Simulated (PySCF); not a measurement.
Ti(F)2(OH)2 (F2H2O2Ti), SMILES [OH][Ti]([OH])([F])[F], multiplicity 1.

Geometry: B3LYP-D3(BJ)/def2-SVP. The multiplicity is an assumed one; no other spin state was optimised. The structure was generated by enumeration; whether it is a known compound was not checked. The values are those of a single conformer.

Calculation: TDA-PBE/def2-SVPD run with PySCF.

Vertical excitations. The molecule is in vacuum.

Computed lowest excited states:
```csv
state,energy (eV),λ (nm),f,main pairs
S1,5.23,237,0.001,"HOMO→LUMO 82 %, HOMO−1→LUMO 15 %"
S2,5.37,231,0.003,"HOMO−1→LUMO 63 %, HOMO−2→LUMO 15 %, HOMO→LUMO 10 %, HOMO−1→LUMO+1 10 %"
S3,5.48,226,0.003,"HOMO−2→LUMO 67 %, HOMO→LUMO+1 13 %, HOMO−1→LUMO 12 %"
S4,5.56,223,0.002,"HOMO→LUMO+1 41 %, HOMO−1→LUMO+1 35 %, HOMO−2→LUMO 16 %"
S5,5.82,213,0.016,"HOMO−1→LUMO+1 39 %, HOMO→LUMO+1 31 %, HOMO→LUMO+3 6 %"
S6,5.89,210,0.007,"HOMO−2→LUMO+1 51 %, HOMO−3→LUMO 35 %"
S7,6.20,200,0.009,"HOMO−3→LUMO+1 38 %, HOMO−3→LUMO 31 %, HOMO−2→LUMO+1 11 %, HOMO−1→LUMO+2 8 %"
S8,6.26,198,0.005,"HOMO−3→LUMO+1 58 %, HOMO−3→LUMO 16 %"
S9,6.49,191,0.000,HOMO→LUMO+2 71 %
S10,6.60,188,0.001,"HOMO→LUMO+3 40 %, HOMO−4→LUMO 22 %, HOMO−1→LUMO+3 16 %, HOMO→LUMO+2 11 %"
T1,5.04,246,0,"HOMO→LUMO 76 %, HOMO−1→LUMO 19 %"
T2,5.11,243,0,"HOMO−1→LUMO 69 %, HOMO→LUMO+1 15 %, HOMO→LUMO 13 %"
T3,5.19,239,0,"HOMO→LUMO+1 66 %, HOMO→LUMO 10 %"
T4,5.26,236,0,"HOMO−2→LUMO 82 %, HOMO−1→LUMO+1 17 %"
```
Triplets are in the Tamm–Dancoff approximation.
